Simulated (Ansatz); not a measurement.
`C[Te][SiH](N)F` and `N[SiH](F)BCl` differ in one atom or group.

Ansatz, PBE0-D4/def2-TZVP geometries, multiplicity 1. Each molecule was computed in one conformer, which needn't be the lowest.

Elements past krypton have def2 core potentials.  Spin–orbit coupling is left out; it splits and shifts lone-pair levels of the heavy atoms by tenths of an eV.

| property | `C[Te][SiH](N)F` |
| --- | --- |
| HOMO–LUMO gap (B3LYP/def2-TZVPP) / eV | 5.19 |
| HOMO energy (PBE/def2-TZVPP) / eV | -5.26 |
| LUMO energy (ωB97M-V/def2-TZVPP) / eV | 1.11 |
| HOMO–LUMO gap (PBE0/def2-TZVPP) / eV | 5.64 |
| HOMO–LUMO gap (ωB97M-V/def2-TZVPP) / eV | 9.47 |
| HOMO energy (PBE0/def2-TZVPP) / eV | -6.28 |

Question: What does the change do to each property? (Best estimate.)

Answer: The calculation gave: 
```tsv
property	`N[SiH](F)BCl`	shift
HOMO–LUMO gap (B3LYP/def2-TZVPP) / eV	5.21	0.02
HOMO energy (PBE/def2-TZVPP) / eV	-6.53	-1.27
LUMO energy (ωB97M-V/def2-TZVPP) / eV	-0.26	-1.37
HOMO–LUMO gap (PBE0/def2-TZVPP) / eV	5.59	-0.05
HOMO–LUMO gap (ωB97M-V/def2-TZVPP) / eV	9.81	0.34
HOMO energy (PBE0/def2-TZVPP) / eV	-7.88	-1.60
```

With PBE0 the HOMO falls by 1.60 eV and the LUMO falls by 1.65 eV, so the gap narrows by about 0.05 eV. PBE moves the HOMO by -1.27 eV and ωB97M-V by -1.71 eV.

B3LYP here is the variant with VWN-RPA as its local correlation; programs differ in this.
